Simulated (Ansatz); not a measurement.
Total energies of the cluster Cd₂S₂ from Ansatz at CAM-B3LYP-D4/def2-TZVP, gas phase (1 Eh = 27.2114 eV = 2625.5 kJ/mol). The reference geometry is relaxed at r2SCAN-D4/def2-SVP.

```xyz
4

Cd   -0.067    2.225    0.610
Cd    0.066   -2.225   -0.609
S     1.028   -0.112    0.522
S    -1.027    0.113   -0.523
```

```tsv
state	geometry	energy (Eh)
charge 0 singlet	reference	-1131.89150
charge 1 doublet	reference	-1131.61065
charge 0 triplet	relaxed at r2SCAN-D4/def2-SVP	-1131.90080
charge 0 quintet	relaxed at r2SCAN-D4/def2-SVP	-1131.84622
```

In the def2 sets Cd takes a core potential; there is no spin–orbit coupling.

Q: Work out the vertical ionisation energy to the doublet.

A: E(charge 1 doublet) − E(charge 0 singlet) = -1131.61065 − (-1131.89150) = 0.28085 Eh = 7.64 eV. For comparison, −ε of the highest occupied level is 6.82 eV at this level, 0.82 eV less.

Q: Which of the charge 0 states is lowest, and how far above it are the others?

A: The triplet. singlet: -1131.89150 − (-1131.90080) = 0.00930 Eh = 24.4 kJ/mol; quintet: -1131.84622 − (-1131.90080) = 0.05458 Eh = 143.3 kJ/mol. The quintet differs in its bonds from the reference.

The structure comes from a short search, and lower isomers may exist.
